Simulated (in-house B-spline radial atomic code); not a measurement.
How numerical settings move a run on F⁺, [He] 2s2 2p4. Computed with a B-spline radial code for spherical atoms: non-relativistic PBE, spin-polarised, spherical fractional occupations, point nucleus.

Command:
```bash
python run_scf.py task.json out
```
Settings of the sound reference run:
```
Z                9
electrons        8
configuration    [He] 2s2 2p4
hamiltonian      nr
method           pbe,pbe
spin_polarised   True
knot_spacing     0.22
spline_order     8
gauss_points     12
box_radius       35.29
max_iterations   70
damping          0.5
damped_steps     3
diis_vectors     10
tolerance        1e-08
start            Thomas-Fermi
```

Run time, properties included: 0.23 s on 1 thread of Arm Neoverse N1, with other jobs on the host.

It converges in 9 iterations to -99.009834 hartree, with 2p down at -25.9748 eV. The other runs change the listed settings, some to values that make no sense; their results aren't properties of the atom or ion. Radii are in bohr (the nuclear one in fm), a minus after a letter asks for a j subshell, and «unchanged» means within 1e-8 hartree. The run stops when the residual is below 10 × tolerance × max(1, Z/10), or a noise floor if that is larger, and the energy moves by less than 1e-8 × √|E| hartree; so very loose and very tight tolerances often act alike.

| changed settings | outcome |
| --- | --- |
| knot_spacing = 0.15 | converged in 9 iterations, energy -1.34e-07 hartree from the reference, 2p down level +1.7e-06 eV |
| knot_spacing = 0.55, spline_order = 5, max_iterations = 100 | converged in 10 iterations, energy +2.45e-03 hartree from the reference, 2p down level -1.0e-02 eV |
| gauss_points = 6, max_iterations = 50, diis_vectors = 1 | converged in 46 iterations, energy unchanged, 2p down level +5.5e-06 eV |
| knot_spacing = 2 | converged in 9 iterations, energy +4.92e+00 hartree from the reference, 2p down level -2.7e+00 eV (the program warns: 1s up reaches the box edge; 1s down reaches the box edge) |
| box_radius = 2.12 | converged in 8 iterations, energy +7.06e-01 hartree from the reference, 2p down level +1.2e+01 eV (the program warns: 2p down reaches the box edge; 2s up reaches the box edge) |
| knot_spacing = 0.1 | converged in 9 iterations, energy -1.36e-07 hartree from the reference, 2p down level +1.7e-06 eV |
| electrons = 11, configuration = [He] 2s2 2p7, max_iterations = 75 | stopped with error: shell 2p holds at most 3 electrons (per spin) |
| box_radius = 5.29 | converged in 9 iterations, energy +1.55e-04 hartree from the reference, 2p down level +1.2e-02 eV (the program warns: 2p down reaches the box edge; 2s up reaches the box edge) |
| damping = 0.8 | converged in 10 iterations, energy unchanged, 2p down level -7.8e-07 eV |
| box_radius = 141.16 | converged in 9 iterations, energy unchanged |
| knot_spacing = 0.4 | converged in 9 iterations, energy +1.01e-05 hartree from the reference, 2p down level +3.7e-05 eV |
| electrons = 9, configuration = [He] 2s2 2p4 3s-1, max_iterations = 75 | stopped with error: j subshells need the Dirac Hamiltonian and l > 0 |
| damping = 0.2 | converged in 9 iterations, energy unchanged, 2p down level -3.7e-06 eV |
| hamiltonian = dirac, method = scan,scan, spin_polarised = False, nucleus = fermi, rms_radius = 2.8976, mass_number = 19, atomic_mass = 18.9984, speed_of_light = 137.036 | stopped with error: meta-GGAs are not served with the Dirac Hamiltonian |
| damping = 0.95 | converged in 11 iterations, energy unchanged, 2p down level -1.6e-06 eV |
| knot_spacing = 1.4 | converged in 9 iterations, energy +1.71e+00 hartree from the reference, 2p down level -9.0e-01 eV (the program warns: 1s up reaches the box edge; 1s down reaches the box edge) |
| box_radius = 1.41 | converged in 8 iterations, energy +5.47e+00 hartree from the reference, 2p down level +5.3e+01 eV (the program warns: 2p down has a positive eigenvalue: unbound, held by the box; 2s up has a positive eigenvalue: unbound, held by the box) |
| damping = 0 | converged in 10 iterations, energy unchanged, 2p down level -7.2e-07 eV |

What happens with box_radius = 3.53?

Converged in 9 iterations, energy +1.62e-02 hartree from the reference, 2p down level +6.2e-01 eV (the program warns: 2p down reaches the box edge; 2s up reaches the box edge).

What happens with knot_spacing = 0.3?

Converged in 9 iterations, energy +1.14e-06 hartree from the reference, 2p down level -1.1e-05 eV.

What happens with spline_order = 3, gauss_points = 16, max_iterations = 100, damped_steps = 30, tolerance = 1e-06?

Converged in 14 iterations, energy +1.53e-03 hartree from the reference, 2p down level -1.7e-03 eV.

What happens with knot_spacing = 0.75?

Converged in 10 iterations, energy +2.96e-02 hartree from the reference, 2p down level -3.6e-02 eV.
